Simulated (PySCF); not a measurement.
C9H6N2.
SMILES with atom numbers: `[CH3:1][c:2]1[cH:3][cH:4][cH:5][c:6]([C:7]#[N:8])[c:9]1[C:10]#[N:11]` (hydrogens: H12, H13, H14 on C1; H15 on C3; H16 on C4; H17 on C5)

Method used: PySCF 2.14.0, density-fitted response routines, TDDFT CAM-B3LYP/def2-SVPD, vertical, gas phase, core orbitals frozen in the response. Isolated species at its PBE0-D3(BJ)/def2-SVP geometry, gas phase.

Frontier orbitals with the atoms that hold most of them (Löwdin shares over 4%, at most four atoms; ? is withheld):

```
orbital  ε (eV)                             atoms
 LUMO+2    0.85   C3 14%, C4 13%, C1 12%, H15 10%
 LUMO+1   -0.63    C5 20%, C2 20%, C4 12%, C3 11%
   LUMO   -1.45                                 ?
   HOMO       ?     C5 21%, C2 20%, C9 10%, C4 9%
 HOMO-1   -9.43                                 ?
 HOMO-2  -11.39  N11 25%, N8 25%, C7 20%, C10 20%
 HOMO-3  -11.51  N8 22%, N11 20%, C7 17%, C10 16%
```

Q: Give the leading atoms of the LUMO.

A: C9 (bonded to 3 C) 15%; C6 (bonded to 3 C) 15%; C4 (bonded to 2 C and H) 12%; C3 (bonded to 2 C and H) 11%.

Q: Give the leading atoms of the HOMO-1.

A: C6 (bonded to 3 C) 16%; C3 (bonded to 2 C and H) 15%; C9 (bonded to 3 C) 13%; C4 (bonded to 2 C and H) 13%.

Q: What is the HOMO energy, and the HOMO–LUMO gap?

A: ε(HOMO) = -9.38 eV; the gap is 7.93 eV (0.2913 hartree).

Q: The HOMO–LUMO gap is 7.93 eV. Where does the response calculation put the lowest singlet, and from which orbitals?

A: S1 is at 4.84 eV (f = 0.050), 3.09 eV below the gap, made of HOMO→LUMO (74%), HOMO-1→LUMO+1 (22%). 

Q: One configuration dominates each of S1, S2 and S5. Which, and how do the shares of the two leading atoms of either orbital change from the occupied to the empty one?

A: 
- S1 (4.84 eV, f 0.050), HOMO→LUMO (74%): C5 21% → at most 12%, C2 20% → at most 12%, C9 10% → 15%, C6 at most 10% → 15%
- S2 (5.30 eV, f 0.114), HOMO-1→LUMO (81%): C6 16% → 15%, C3 15% → 11%, C9 13% → 15%
- S5 (6.33 eV, f 0.0000), HOMO-2→LUMO (74%): N11 25% → at most 12%, N8 25% → at most 12%, C9 at most 10% → 15%, C6 at most 10% → 15%
